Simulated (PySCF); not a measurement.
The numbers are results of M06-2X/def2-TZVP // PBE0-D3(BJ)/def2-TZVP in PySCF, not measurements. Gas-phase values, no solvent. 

Reference species (SMILES): `[BH2]` (neutral, multiplicity 2).

dipole moment: 0.47 D

Changed species: `[BH]F` (radical fragment; the reference has radical fragment).

Task: Give the shifts of the dipole moment.

Result: the dipole moment rises by 0.19 D, to 0.66 D.
